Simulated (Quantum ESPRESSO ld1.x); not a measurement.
Problem. All-electron atom: the magnesium ion Mg3+ in [He] 2s2 2p(up 2.75, down 2.25) (fractional occupations, a model configuration). Method: scalar-relativistic Kohn-Sham, LDA (Slater exchange, VWN5 correlation), spin-polarised, spherical densities, point nucleus; computed with ld1.x of Quantum ESPRESSO 7.5. Some entries of the table are withheld. Estimate them.

| orbital | occ. | eigenvalue (hartree) | <1/r> (bohr^-1) | <r> (bohr) |
|---|---|---|---|---|
| 1s up | 1 | -48.1868 | 11.59 | 0.1311 |
| 1s down | 1 | -48.1597 | 11.59 | 0.1310 |
| 2s up | 1 | -4.7428 | 2.173 | 0.6732 |
| 2s down | 1 | -4.6968 | 2.166 | 0.6753 |
| 2p up | 2.75 | -3.5634 | (1) | (2) |
| 2p down | 2.25 | -3.5134 | (3) | (4) |

Solution. 
(1) 2p up <1/r> (bohr^-1): 2.065
(2) 2p up <r> (bohr): 0.6400
(3) 2p down <1/r> (bohr^-1): 2.057
(4) 2p down <r> (bohr): 0.6435
